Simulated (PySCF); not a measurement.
Method: PBE-D3(BJ)/def2-TZVP // r2SCAN-D4/def2-TZVP run with PySCF. All species are isolated molecules in the gas phase. 

Reference species (SMILES): `[SiH3]B([SiH3])[SiH3]` (neutral, multiplicity 1).

The LUMO is -4.03 eV and the HOMO is -6.85 eV.

Changed species: `IB(I)I` (3 of 3 SiH3 replaced by I; the reference has 0 of 3 SiH3 replaced by I).

Question: What does the change do to the LUMO and HOMO?

Answer: the LUMO rises by 0.78 eV, to -3.25 eV; the HOMO rises by 0.59 eV, to -6.26 eV.
